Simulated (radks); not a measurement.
Values are calculated unless marked as measured or tabulated.
Trend from Co4+ to Ir4+: ionisation energy by Delta-SCF between NIST ground configurations, and size. Code: a radial shooting solver on a logarithmic mesh with Libxc functionals. Model: scalar-relativistic Kohn-Sham, PBE, spin-polarised, spherical densities, finite nucleus; open shells are filled with parallel spins first (spin-orbit coupling, left out, can overturn this in heavy ions); Fermi nuclear charge, rms radius of each element as measured or else 0.836 A^(1/3) + 0.57 fm.

species  configuration  IE (eV)  NIST (eV)       kind  -e(HOMO) (eV)
Co4+          [Ar] 3d5   79.621       79.5  semi-emp.    68.286 (3d)
Rh4+          [Kr] 4d5   64.286         63     theory    56.336 (4d)
Ir4+     [Xe] 4f14 5d5   59.199         57     theory    52.095 (5d)

Reference values: NIST Atomic Spectra Database (exp. = measured, semi-emp. = semi-empirical, theory = theoretical value adopted there). Open shells are spherical and high-spin; term and fine-structure splittings are not resolved. Spin-orbit splitting is averaged out at the scalar-relativistic level.
